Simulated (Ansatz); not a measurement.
CH₇BGe (`B[CH2][GeH3]`). The species carries charge 0 and has multiplicity 1.

Cartesian coordinates in Å:
```
B -0.1200 1.4446 -0.4649
C -0.8517 0.2575 0.1548
Ge 0.5745 -1.1338 0.2272
H 0.4897 2.2126 0.2245
H -0.0695 1.5760 -1.6552
H -1.6389 -0.2009 -0.4466
H -1.1640 0.3636 1.1955
H 1.7137 -0.6915 1.1573
H 1.1375 -1.4149 -1.1741
H -0.0714 -2.4131 0.7816
```

List the harmonic frequencies (cm⁻¹, unscaled) at PBE0-D4/def2-TZVP in Ansatz. (Best estimate.)

Computed: 37, 168, 271, 528, 531, 543, 674, 829, 880, 884, 929, 958, 1043, 1062, 1100, 1258, 1440, 2155, 2164, 2168, 2568, 2643, 3080, 3148.

Is this a minimum?

Yes, all 24 modes are real.

Give the ideal-gas thermochemistry at 298.15 K and 1 bar (rigid rotor, harmonic oscillator; point group Cs, symmetry number 1).

Zero-point energy 185.8 kJ/mol; H(298) − E = 203.7 kJ/mol; entropy 320.9 J/(mol·K), of which translation 166.6, rotation 102.0, vibration 52.3; G(298) − E = 108.0 kJ/mol. Modes under 100 cm⁻¹ are hindered rotations or soft bends, so the harmonic entropy is rough.

Rotational constants (cm⁻¹)?

0.6707, 0.1416, 0.1294.
